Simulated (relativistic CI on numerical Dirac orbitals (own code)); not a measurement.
Method of calculation: Dirac-Coulomb-Breit CI, orbitals from a KLI potential per configuration, model QED (radiative potential, 1s self-energy scaled to tabulated hydrogen-like ionisation energies), unscaled Slater integrals (own radial code, finite nucleus).

The strongest absorption lines from the ground level of an ion, among the configurations computed and to levels below about 3480 eV (vacuum wavelength in nm, gf): 0.35846 (0.049), 0.36031 (0.03), 0.41306 (0.1), 0.41738 (0.068), 0.57674 (0.34), 0.59380 (0.25), 4.5797 (0.46), 10.385 (0.097).

Which ion is it?
A. Pm LI
B. Tb LV
C. Pm XLIX
D. Tm LIX

A. Pm LI has 11 electrons and the ground level 3s ²S1/2; the strongest line goes to 3p ²P°3/2. The pattern of lines fixes the number of electrons, and along that sequence the line energies rise steadily with the charge (about as its square where n changes within one kind of shell, about linearly where n is kept but much faster in heavy ions where fine structure, which grows about as Z⁴, sets the gap, and irregularly where shells cross), which fixes Z. Configurations outside the model, such as inner-shell arrays, can give stronger lines. At this charge energies of transitions that change n are usually good to better than 1 %, and those within a shell (Δn = 0) to a few per cent.
